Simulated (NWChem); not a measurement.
System: C3H7NSi; SMILES C=C/C=N/[SiH3]

```xyz
12

C      0.7552     2.5497     0.0000
C     -0.4605     1.9908     0.0000
C     -0.6683     0.5305     0.0000
N      0.2878    -0.3064     0.0000
Si     0.1254    -2.0507     0.0000
H      1.6437     1.9110     0.0000
H      0.8901     3.6339     0.0000
H     -1.3616     2.6131     0.0000
H     -1.7394     0.2276     0.0000
H     -0.6129    -2.5218     1.2159
H     -0.6129    -2.5218    -1.2159
H      1.4822    -2.6636     0.0000
```
Atoms are numbered in this order, from 1.

Program: NWChem. Pople sets run with spherical d functions. Structure relaxed at the PBE0/def2-SVP level. No frequency run checked for a minimum. Absolute isotropic GIAO shieldings of the H sites, static isolated molecule, three-fold rotors averaged.

```csv
row,"σ, Hartree-Fock/6-31G* (ppm)","σ, B3LYP/6-311G** (ppm)"
H9,24.07,22.95
H6,25.31,24.83
H8,26.21,withheld
H7,26.67,26.27
H10 (rotor mean),27.63,26.74
```

Problem. Fit a straight line of the last column on the one before it, predict the withheld value, and compare with the run.

Solution. 
1. Means of the 4 shown rows: x = 25.920, y = 25.197. Slope Σ(x − x̄)(y − ȳ)/Σ(x − x̄)² = 7.824/7.281 = 1.075; intercept -2.666.
2. The shown rows scatter about the line by 0.278 (root mean square); the largest residual is -0.30, at H10 (rotor mean).
3. At x = 26.21 (H8; inside the shown range) the line gives 25.51.
4. The run gives 25.25, -0.26 from the line, 0.9 times the scatter.
